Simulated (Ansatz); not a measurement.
Cost and result up the ladder for Zr(NH2)2Cl2 (ZrN₂Cl₂H₄) (9 atoms). Total charge 0; singlet. Geometry: B3LYP-D4/def2-SVP.

```xyz
9

Zr    0.0395   -0.3248    0.5858
N    -0.6943   -1.0495   -1.1451
H    -0.1670   -1.5853   -1.8360
H    -1.6760   -1.0383   -1.4251
N     0.6196    1.5650    0.1719
H     0.5588    2.0604   -0.7161
H     1.0379    2.1906    0.8626
Cl    1.9530   -1.5709    1.2617
Cl   -1.6715   -0.2472    2.2403
```

Ansatz on 4 threads of Intel Xeon 6975P-C on a shared host. Times are rough, and most runs start from the orbitals of an earlier one. ωB97X-V/def2-TZVP serves as the yardstick here, not as an exact answer. Differences are given only for rows in sets of like size (and for xTB, whose basis is part of the method), since another set adds its own error. Binding counts from free atoms at the same level (Zr triplet, N quartet, H doublet, Cl doublet; other spins of the atoms weren't run), without zero-point energy or a counterpoise term.

In the def2 sets Zr takes a core potential; there is no spin–orbit coupling. LC-ωPBE has ω = 0.4 bohr⁻¹. Correlated methods freeze 12 core orbitals; core or outer-core shells of Zr are correlated, in sets that lack core-valence functions.

Correlated methods converge slowly with the basis.

```csv
level,functions,wall time,binding energy per atom (eV),difference from ωB97X-V/def2-TZVP (eV)
HF/def2-TZVP,200,0.95 s,2.68,-1.24
PBE0-D4/def2-SVP,115,1 s,3.93,–
BLYP-D4/def2-TZVP,200,1.3 s,3.95,0.02
LC-ωPBE/def2-TZVP,200,1.6 s,3.87,-0.05
CAM-B3LYP-D4/def2-TZVP,200,1.9 s,3.90,-0.02
PBE0-D4/def2-TZVPD,242,2.2 s,3.90,-0.03
PBE0-D4/def2-TZVP (with forces),200,2.3 s,3.90,-0.03
ωB97X-V/def2-TZVP,200,4 s,3.93,0.00
CCSD(T)/def2-TZVP,200,24 s,3.75,-0.18
```
